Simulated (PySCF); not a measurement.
An unknown shows these calculated signals:

1H NMR (400 MHz, computed): δ 6.70 (m, 1H), 5.15 (t, 2H), 4.49 (m, 1H), 4.40 (m, 1H), 2.79 (s, 1H), 2.50 (t, 2H).

13C{1H} NMR (computed): δ 189.2 (C), 156.3 (CH), 95.9 (CH2), 86.8 (C), 86.8 (CH), 41.0 (CH2).

Level of theory: σ from GIAO-PBE0/pcSseg-1, geometry from GFN2-xTB, in PySCF 2.14.0 with density-fitted response routines (gas phase, no relativistic terms, a single conformation, rapidly exchanging positions averaged).

References, each an isolated molecule treated in the same way: 1H (σ = 31.72 ppm), 13C (σ = 186.93 ppm) vs TMS.

Which of these does the molecule contain: a C≡C triple bond, an OH group, a Si–H bond, a CH3CH2 unit, a nitrile, a non-aromatic C=C double bond?

Results:


- A C≡C triple bond: yes (δC 86.8, 86.8; δH 2.79 (s)).
- An OH group: no.
- A Si–H bond: yes (δH 5.15 (t)).
- A CH3CH2 unit: no.
- A nitrile: no.
- A non-aromatic C=C double bond: yes.

The data belong to SMILES C#CC(=O)C[SiH2]OC=C, C6H8O2Si; they needn't prove each group on their own.

Carbon signals by region: 1 in the far downfield region (above 160 ppm), 1 in the sp2 and nitrile region (100–160 ppm), 3 at 50–100 ppm, 1 below 50 ppm. Above 160 ppm: 189.2, carbonyl carbon of an ynone.

Shifts are as computed. Against solution values, carbons near 30 ppm lie about +3 ppm off and those near 130 ppm about +5 ppm. Of 1211 compounds with measured shifts, 218 miss one by over three times the rms of a fit or turn the order of signals round; such compounds aren't used in these exercises. No couplings were computed; multiplicities are counted from neighbouring protons, with m where these are inequivalent, close in shift, in a saturated or five-membered ring or joined by F or P, and br s for small geminal =CH2 splittings.
